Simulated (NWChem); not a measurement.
Species: bromine (Br$_{2}$); SMILES BrBr

All runs: NWChem. This build's default masses of Se (78.918 u) and Br (79.917 u) are each other's, which moves their modes by up to 0.6 %. The level has its own optimisation; frequencies are unscaled.

Q: Estimate the computed values for BLYP/def2-SVP. Quantities: r Br–Br (Å); highest harmonic frequency (cm⁻¹); zero-point energy (kcal/mol).

A: The r Br–Br (Å) is 2.364. The highest harmonic frequency (cm⁻¹) comes out as 284 and the zero-point energy (kcal/mol) comes out as 0.4.
